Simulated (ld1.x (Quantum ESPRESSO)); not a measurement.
# Configuration tests for boron (B) (RRKJ)

| Quantity | Value |
| --- | --- |
| Element | boron (B) |
| Generator | ld1.x (Quantum ESPRESSO) 7.5 |
| Type | norm-conserving RRKJ (Kleinman–Bylander form) |
| Functional | PBE |
| Relativity | non-relativistic |
| Frozen core | [He] |
| Valence charge | 3 |
| Reference configuration | 2s2 2p1 |
| Partial waves | 2s (bound): rc 1.45 bohr; 2p (bound): rc 4.00 bohr |
| Local potential | all-electron potential smoothed inside 2.95 bohr (lloc = -1) |
| Core correction | none |

Energies are relative to the spin-unpolarised reference configuration 2s2 2p1; without spin polarisation the order of configurations can differ from experiment.

Give the all-electron excitation energy and the error of the potential for: 2s2 2p0; 2s1 2p0; 2s2 2p0.5; 2s1 2p1; 2s2 2p1.3; 2s0 2p3; 2s1 2p2.

```tsv
valence configuration	charge	ΔE all-electron (eV)	error AE − PS (meV)
2s2 2p0	+1	8.222	+386
2s1 2p0	+2	33.637	+1317
2s2 2p0.5	+0.5	2.888	+61
2s1 2p1	+1	14.355	-96
2s2 2p1.3	-0.3	-0.739	+7.4
2s0 2p3	0	11.708	-220
2s1 2p2	0	5.844	-57
```

Levels in the configuration 2s2 2p1.3:

```
level  all-electron (eV)  pseudo (eV)
   2s             -7.056       -7.056
   2p             -1.384       -1.418
```

These tests converged, but a pseudo level misses the all-electron one widely, so the file describes the atom poorly there or has found another state: 2s1 2p0: empty 2p by 3.1 eV.
